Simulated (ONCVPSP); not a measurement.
Before and after: ONCV potential for magnesium (Mg)

```
Element                 : Mg (Z = 12)
Generator               : ONCVPSP 4.0.1
Type                    : optimised norm-conserving Vanderbilt (ONCV)
Functional              : PBE
Relativity              : scalar-relativistic
Frozen core             : [He]
Valence charge          : 10
Reference configuration : 2s2 2p6 3s1.75 3p0.25
Partial waves           : 2s+3s: rc 1.30 bohr, ncon 4, nbas 7, qcut 7.4 1/bohr, 3 projectors, debl 1.2 Ha; 2p+3p: rc 1.40 bohr, ncon 3, nbas 8, qcut 10.3 1/bohr, 2 projectors
Local potential         : polynomial inside 1.00 bohr (lpopt 4, dvloc0 -1 Ha)
Core correction         : Teter function, fcfact 2.5, rcfact 1.8
```

All-electron outer shells of the reference configuration (PBE, scalar-relativistic, ld1.x):

```json
{"shell": "1s", "level (eV)": "-1260.21", "outermost node (bohr)": "–", "outermost maximum (bohr)": "0.09"}
{"shell": "2s", "level (eV)": "-80.39", "outermost node (bohr)": "0.18", "outermost maximum (bohr)": "0.54"}
{"shell": "2p", "level (eV)": "-47.16", "outermost node (bohr)": "–", "outermost maximum (bohr)": "0.48"}
{"shell": "3s", "level (eV)": "-4.97", "outermost node (bohr)": "0.90", "outermost maximum (bohr)": "2.53"}
{"shell": "3p", "level (eV)": "-1.54", "outermost node (bohr)": "0.96", "outermost maximum (bohr)": "3.46"}
```

Change: core [He] 2s2, valence charge 8; reference 2p6 3s2; waves now 3s: rc 2.40 bohr, ncon 4, nbas 8, qcut 2.9 1/bohr, 3 projectors, debl 1.5 Ha; 2p: rc 0.60 bohr, ncon 4, nbas 8, qcut 16.1 1/bohr, 2 projectors, debl 1 Ha; local potential polynomial inside 0.55 bohr (lpopt 5, dvloc0 6 Ha). In the p channel the program set the typed energies aside and used -1.713, 0.250 Ha.

Cutoffs: the cutoffs (Ha) at which the residual kinetic energy of the hardest occupied pseudo-wave falls to 1 and 0.1 mHa per electron; they do not see the model core or the augmentation charge, which bear on the density cutoff. Errors are all-electron minus pseudo energies relative to the spin-unpolarised reference configuration.

Task: What does the change do?

Result: The potential gets harder (40 Ha and 45 Ha → 151 Ha and 528 Ha); the lowest positive-energy flag moves from none to s at 57.0 eV; the number of tests with a reliable result goes from 3 to 4; neither file shows a bound ghost. Several settings change at once here, so the effects cannot be laid on one of them.

```csv
quantity,base,changed
"cutoff, loose",40 Ha,151 Ha
"cutoff, tight",45 Ha,528 Ha
loose cutoff by channel,"s 21 Ha, p 40 Ha","s 3.4 Ha, p 151 Ha"
bound ghosts,none,none
GHOST(+) flags under 300 eV,none,s at 57.0 eV
tests with a reliable result,3 of 4,4 of 4
"rms error of d²Exc/dni dnj with the model core, mHa",1.88,6.13
```
